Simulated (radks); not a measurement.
The numbers below are computed, except where a source is named.
Q: Neutral silicon, configuration [Ne] 3s2 3p2 (the NIST ground configuration). Code: a radial shooting solver on a logarithmic mesh with Libxc functionals. Model: non-relativistic Kohn-Sham, LB94 model potential, spin-polarised, spherical densities, point nucleus; open shells are filled with parallel spins first. Some entries of the table are withheld. Estimate them.

| orbital | occ. | eigenvalue (eV) | <1/r> (bohr^-1) | r(max) (bohr) |
|---|---|---|---|---|
| 1s down | 1 | -1822.147 | 13.60 | 0.07302 |
| 1s up | 1 | -1822.070 | 13.60 | 0.07302 |
| 2s up | 1 | -150.2900 | (1) | 0.4574 |
| 2s down | 1 | -150.1977 | (2) | 0.4578 |
| 2p up | 3 | -107.5371 | 2.480 | 0.3863 |
| 2p down | 3 | -107.4346 | 2.474 | 0.3867 |
| 3s down | 1 | -14.6498 | 0.6611 | 1.711 |
| 3s up | 1 | -14.6345 | 0.6441 | 1.749 |
| 3p up | 2 | -7.9009 | 0.4977 | 2.140 |
| 3p down | 0 | -7.7338 | 0.5094 | 2.083 |

A: 
(1) 2s up <1/r> (bohr^-1): 2.558
(2) 2s down <1/r> (bohr^-1): 2.552
